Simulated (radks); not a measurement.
Values are calculated unless marked as measured or tabulated.
The potassium ion K2+ inside a hard spherical wall (all orbitals vanish at R), configuration held at [Ne] 3s2 3p5 and not refilled when levels cross. Level of theory: non-relativistic Kohn-Sham, PBE, spin-polarised, spherical densities, point nucleus; open shells are filled with parallel spins first (a radial shooting solver on a logarithmic mesh with Libxc functionals). Eigenvalues in eV for spin up, with the zero of energy where the potential of the charges vanishes at infinity; a dash marks a level that is unbound or too diffuse for the functional's potential to be trusted. A positive occupied level is held by the wall or, in an anion where self-interaction has pushed it up, behind a barrier. The pressure on the wall is -dE/dV.

\begin{tabular}{lrrrrrrrrr}
R (bohr) & E (hartree) & kinetic (hartree) & e(2s) & e(2p) & e(3s) & e(3p) & e(3d, empty) & e(4s, empty) & pressure (GPa) \\ \hline
free & -598.38424 & 597.783 & -373.87 & -303.43 & -56.565 & -39.779 & -15.888 & -13.987 & 0 \\
12 & -598.38424 & 597.783 & -373.87 & -303.43 & -56.565 & -39.779 & -15.888 & - & < 0.0001 \\
10 & -598.38424 & 597.783 & -373.87 & -303.43 & -56.565 & -39.779 & -15.888 & -13.985 & < 0.0001 \\
8 & -598.38424 & 597.783 & -373.87 & -303.43 & -56.565 & -39.779 & -15.887 & -13.951 & < 0.0001 \\
6 & -598.38420 & 597.784 & -373.87 & -303.43 & -56.563 & -39.777 & -15.849 & -13.420 & 0.00752 \\
4 & -598.37084 & 597.920 & -373.41 & -302.97 & -56.255 & -39.438 & -14.847 & -6.534 & 5.53 \\
3.5 & -598.33013 & 598.249 & -372.45 & -301.99 & -55.610 & -38.705 & -13.494 & 0.417 & 28.6 \\
3 & -598.17108 & 599.303 & -369.75 & -299.25 & -53.758 & -36.570 & -10.297 & 14.691 & 151 \\
2 & -595.13353 & 612.479 & -345.72 & -274.56 & -32.629 & -12.859 & 16.675 & 120.68 & 5260 \\
1.5 & -584.85101 & 644.639 & -306.50 & -233.62 & 23.229 & 45.045 & 68.961 & 326.48 & 42000 \\
\end{tabular}
